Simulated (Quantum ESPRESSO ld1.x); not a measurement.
Values are calculated unless marked as measured or tabulated.
Problem. Ionisation of Dy52+, [Ne] 3s2 3p2, to Dy53+, [Ne] 3s2 3p1, under several functionals. Dirac Kohn-Sham, spin-unpolarised, spherical densities, point nucleus; open shells are shared between the two j in proportion to 2j + 1; ld1.x of Quantum ESPRESSO 7.5. Known Delta-SCF values: PW86 exchange with PBE correlation 4818.2 eV; rPW86 exchange with PBE correlation 4819.2 eV. What does BLYP give, and what is its highest occupied eigenvalue?

Solution. 4819.7 eV by Delta-SCF; the 3p3/2 eigenvalue is -4692.6 eV. NIST: 4945 eV (theoretical).

Beside tabulated values, note that spin-unpolarised runs miss the spin-polarisation part of the exchange energy of open shells.
